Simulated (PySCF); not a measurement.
Input file for PySCF: R-M06-2X/6-31G* on CH7PSi (SMILES C[SiH2]P), a point of a torsion scan.

```python
from pyscf import gto, scf, dft, mp
from pyscf.data.elements import chemcore

mol = gto.M(
    atom='''
    C    -1.25241480    0.64294143   -0.11415589
    Si   -0.06021336   -0.82090092    0.08607135
    P     2.01910767    0.02312665    0.16892457
    H    -2.28560994    0.31144305   -0.09671991
    H    -1.11890371    1.36274809    0.68871140
    H    -1.08667082    1.16551322   -1.05256396
    H    -0.29272908   -1.51479739    1.35835759
    H    -0.24507360   -1.78176877   -1.01107028
    H     2.63808908   -1.20536681    0.30867294
    H     2.21706301    0.03445525   -1.19973895
    ''',
    basis='6-31g*',
    cart=True,
    charge=0, spin=0, verbose=3, max_memory=1800)
mf = dft.RKS(mol, xc='m062x')
mf.conv_tol = 1e-8
mf.max_cycle = 100
mf.kernel()
if not mf.converged:
    mf = mf.newton().run(mf.mo_coeff, mf.mo_occ)
```

Output:

```
converged SCF energy = -673.043256740804
```

The run converged.

Cost: roughly 12 core-seconds.
